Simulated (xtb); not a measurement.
Job for xtb: GFN1-xTB on CH9NOSi (a complex).

```
$ xtb mol.xyz --gfn 1 --sp --chrg 0 --uhf 0
13

C      0.23804073    -0.36064253    -0.12008855
N     -0.26850730     0.97108247     0.23592827
H     -0.45842737    -1.11575692     0.24455566
H      1.19231935    -0.52429248     0.38071084
H      0.38087055    -0.51185249    -1.19491902
H     -1.16393466     1.14785143    -0.20460522
H      0.36595924     1.69608732    -0.07860306
O     -0.51022331     1.01078274     3.01196433
Si    -0.07285105    -0.37030256     3.76705078
H     -0.44347688     1.05028113     2.02544495
H     -0.89126636    -1.53759605     3.33552712
H     -0.25838269    -0.17125183     5.22134112
H      1.34942992    -0.73143692     3.51137586
```

Question: Predict the final total energy.

Answer: -16.8180 hartree.
